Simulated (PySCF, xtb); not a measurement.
1-hydroxyboretane (C3H7BO), SMILES OB1CCC1.

xtb with GFN2-xTB at its own geometry gives an orbital gap of 5.20 eV and a dipole moment of 1.75 D.

The structure is a stationary point at PBE0-D3(BJ)/def2-SVP. One conformer was computed; it need not be the lowest.

What does PBE/def2-TZVP in PySCF give? (The exact figures need the calculation; the answer reports its results.)

gap 5.78 eV (levels -6.47 and -0.68 eV), dipole 1.37 D.
